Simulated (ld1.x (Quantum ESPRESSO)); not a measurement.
**Transferability test, TM potential for indium**

indium, norm-conserving Troullier–Martins (Kleinman–Bylander form), made with ld1.x (Quantum ESPRESSO) 7.5 (PBE, fully relativistic). Core [Kr] 4d10, reference 5s1.5 5p1.5. Waves: 5p (bound): rc 2.75 bohr; 5s (bound): rc 1.75 bohr. Local part: the s channel. Core correction: Bessel-smoothed model core inside 1.45 bohr.

Open shells are filled in proportion to 2j + 1 (rel_dist='average').

Energies are relative to the spin-unpolarised reference configuration 5s1.5 5p1.5; without spin polarisation the order of configurations can differ from experiment. The frozen-core shift is the all-electron ΔE with the core orbitals held at their reference shape minus the fully relaxed ΔE.

```csv
valence configuration,charge,ΔE all-electron (eV),error AE − PS (meV),frozen-core shift (meV)
5s2 5p1,0,-2.879,-5.4,+5.4
5s2 5p0,+1,2.495,-6.8,+5.1
5s2 5p0.5,+0.5,-0.933,-3.1,+2.0
5s0 5p3,0,9.042,-51,+48
5s2 5p1.3,-0.3,-3.413,-6.7,+7.3
```

Question: What are ΔE and the potential's error for 5s1 5p2?

Answer: ΔE = 2.950 eV all-electron; the error (AE − PS) is -5.6 meV.

Question: What are ΔE and the potential's error for 5s1 5p0?

Answer: ΔE = 21.730 eV all-electron; the error (AE − PS) is -147 meV.
